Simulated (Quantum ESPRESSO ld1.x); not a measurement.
Task: The aim is neutral cerium in [Xe] 4f1 5d1 6s2. This ld1.x (Quantum ESPRESSO 7.5) run was made with `OMP_NUM_THREADS=1 ld1.x < ld1.in > ld1.out`. Can the result be used? Name any fault.

```
 &input
    zed=58.0,
    iswitch=1,
    rel=2,
    dft='PZ',
    config='[Xe] 4f1 5d1 6s2',
    verbosity='high',
    lsmall=.true.,
    rmax=1.0,
    prefix='ld1',
    max_out_wfc=37,
    file_charge='ld1.rho',
 /
```

Output (excerpt):

```
     Program LD1 v.7.5 starts

 classical turning point too close to mesh           4           1          -2   [135 such lines]
 classical turning point too close to mesh           5           1           1   [84 such lines]
     Message from routine scf:
     warning: at least one error in KS equations
     --------------------------- All-electron run ----------------------------

     dirac relativistic calculation

     atomic number is 58.00
     dft =PZ   lsd =0 sic =0 latt =0  beta=0.20 tr2=1.0E-14
     Exchange-correlation= PZ
                           (   1   1   0   0   0   0   0)
     mesh =1509 r(mesh) =   1.00356 a.u. xmin = -8.00 dx = 0.00800
     1 Ry =  13.60569312 eV, c = 137.03599908

     n l j   nl                  e(Ry)          e(Ha)          e(eV)
     Spin orbit split results
     1 0 0.5 1S 1( 2.00)   -3034.561174897   -1517.280587448 -41287.3081086
     2 0 0.5 2S 1( 2.00)    -550.785441504    -275.392720752  -7493.8176937
     2 1 0.5 2P 1( 2.00)    -525.068756098    -262.534378049  -7143.9243639
     2 1 1.5 2P 1( 4.00)    -492.099131702    -246.049565851  -6695.3497720
     3 0 0.5 3S 1( 2.00)    -174.729558940     -87.364779470  -2377.3167585
     3 1 0.5 3P 1( 2.00)    -163.902501542     -81.951250771  -2230.0071381
     3 1 1.5 3P 1( 4.00)    -157.128365086     -78.564182543  -2137.8403163
     4 0 0.5 4S 1( 2.00)     -20.109876786     -10.054938393   -273.6088123
     4 1 0.5 4P 1( 2.00)     -16.760870895      -8.380435448   -228.0432659
     4 1 1.5 4P 1( 4.00)     -36.462500000     -18.231250000   -496.0975855
     3 2 1.5 3D 1( 4.00)    -138.437019282     -69.218509641  -1883.5316012
     3 2 2.5 3D 1( 6.00)    -136.946943882     -68.473471941  -1863.2580926
     5 0 0.5 5S 1( 2.00)      -7.400000000      -3.700000000   -100.6821291
     5 1 0.5 5P 1( 2.00)      -4.040000000      -2.020000000    -54.9670002
     5 1 1.5 5P 1( 4.00)      -4.040000000      -2.020000000    -54.9670002
     4 2 1.5 4D 1( 4.00)     -13.962500000      -6.981250000   -189.9694902
     4 2 2.5 4D 1( 6.00)     -13.962500000      -6.981250000   -189.9694902
     4 3 2.5 4F 1( 1.00)     -12.400000000      -6.200000000   -168.7105947
     4 3 3.5 4F 1( 0.00)     -12.400000000      -6.200000000   -168.7105947
     5 2 1.5 5D 1( 1.00)      -3.760000000      -1.880000000    -51.1574061
     5 2 2.5 5D 1( 0.00)      -3.760000000      -1.880000000    -51.1574061
     6 0 0.5 6S 1( 2.00)      -3.427777778      -1.713888889    -46.6372925
     Averaged results
     1 0     1S 1( 2.00)   -3034.561174897   -1517.280587448 -41287.3081086
     2 0     2S 1( 2.00)    -550.785441504    -275.392720752  -7493.8176937
     2 1     2P 1( 6.00)    -503.089006501    -251.544503250  -6844.8746360
     3 0     3S 1( 2.00)    -174.729558940     -87.364779470  -2377.3167585
     3 1     3P 1( 6.00)    -159.386410572     -79.693205286  -2168.5625902
     4 0     4S 1( 2.00)     -20.109876786     -10.054938393   -273.6088123
     4 1     4P 1( 6.00)     -29.895290298     -14.947645149   -406.7461456
     3 2     3D 1(10.00)    -137.542974042     -68.771487021  -1871.3674960
     5 0     5S 1( 2.00)      -7.400000000      -3.700000000   -100.6821291
     5 1     5P 1( 6.00)      -4.040000000      -2.020000000    -54.9670002
     4 2     4D 1(10.00)     -13.962500000      -6.981250000   -189.9694902
     4 3     4F 1( 1.00)     -12.400000000      -6.200000000   -168.7105947
     5 2     5D 1( 1.00)      -3.760000000      -1.880000000    -51.1574061
     6 0     6S 1( 2.00)      -3.427777778      -1.713888889    -46.6372925

     final scf error:  2.3E-15 reached in  17 iterations

     Etot =  -17186.461329 Ry,   -8593.230665 Ha, -233833.718713 eV

     Ekin =   17610.447053 Ry,    8805.223527 Ha,  239602.338362 eV
     Encl =  -38467.771558 Ry,  -19233.885779 Ha, -523380.694942 eV
     Eh   =    4004.130925 Ry,    2002.065463 Ha,   54478.976595 eV
     Exc  =    -333.267750 Ry,    -166.633875 Ha,   -4534.338728 eV
```

Result: No (not converged). The line at issue: rmax=1.0. The mesh cuts the orbital tails; the cycle ends with warnings and the numbers are not to be used. The sound input gives -8858.62 hartree.
